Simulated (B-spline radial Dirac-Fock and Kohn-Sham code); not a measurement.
## EELS cross sections of the Pm L2 (2p1/2) edge

System: neutral promethium, configuration 1s2 2s2 2p6 3s2 3p6 3d10 4s2 4p6 4d10 4f5 5s2 5p6 6s2. Model: the first Born approximation with generalised oscillator strengths from a Dirac-Hartree-Slater potential (longitudinal and transverse terms; continuum final states only, so no white lines or fine structure). Program: a radial atomic solver. The edge is taken at 7013.0 eV (tabulated value).

The run's input, task.json:

```json
{"items": [{
  "Z": 61,
  "q": 0,
  "cfg": [[1, 0, 2], [2, 0, 2], [2, 1, 6], [3, 0, 2], [3, 1, 6], [3, 2, 10], [4, 0, 2], [4, 1, 6], [4, 2, 10], [4, 3, 5], [5, 0, 2], [5, 1, 6], [6, 0, 2]],
  "A": 145,
  "rrms": 4.962,
  "do": "eels",
  "beams": [[60, 5], [60, 10], [60, 20], [80, 20], [80, 50], [100, 5], [100, 20], [100, 50], [120, 10], [120, 20], [200, 100], [300, 5], [300, 20], [300, 100]],
  "edges": {"L2": 7013.0}
}]}
```

Launch: `python xray2_run.py task.json out`

Partial cross sections σ(β, Δ) in barn, integrated over a window Δ above the edge and up to the collection semi-angle β, for parallel illumination:

| E₀ (kV) | β (mrad) | Δ = 25 eV | Δ = 50 eV | Δ = 100 eV | Δ = 200 eV | Δ = 300 eV |
| --- | --- | --- | --- | --- | --- | --- |
| 60 | 5 | 0.00791 | 0.0155 | 0.0305 | 0.0590 | 0.0856 |
| 60 | 10 | 0.0314 | 0.0617 | 0.121 | 0.234 | 0.340 |
| 60 | 20 | ? | ? | ? | ? | ? |
| 80 | 20 | 0.167 | 0.327 | 0.643 | 1.24 | 1.81 |
| 80 | 50 | 0.772 | 1.52 | 2.99 | 5.81 | 8.46 |
| 100 | 5 | 0.0145 | 0.0284 | 0.0558 | 0.108 | 0.156 |
| 100 | 20 | 0.210 | 0.413 | 0.811 | 1.57 | 2.28 |
| 100 | 50 | 0.881 | 1.73 | 3.41 | 6.64 | 9.67 |
| 120 | 10 | 0.0699 | 0.137 | 0.269 | 0.520 | 0.754 |
| 120 | 20 | 0.252 | 0.495 | 0.973 | 1.88 | 2.74 |
| 200 | 100 | 1.75 | 3.46 | 6.85 | 13.4 | 19.7 |
| 300 | 5 | 0.0563 | 0.110 | 0.216 | 0.418 | 0.605 |
| 300 | 20 | 0.571 | 1.12 | 2.21 | 4.29 | 6.25 |
| 300 | 100 | 1.70 | 3.36 | 6.65 | 13.1 | 19.2 |

Q: Give the row for 60 kV and 20 mrad.

A: 0.121 b for 25 eV, 0.239 b for 50 eV, 0.469 b for 100 eV, 0.908 b for 200 eV, 1.32 b for 300 eV.

Values without a named source are computed, but for edge energies of neutral atoms, which are taken from tables.
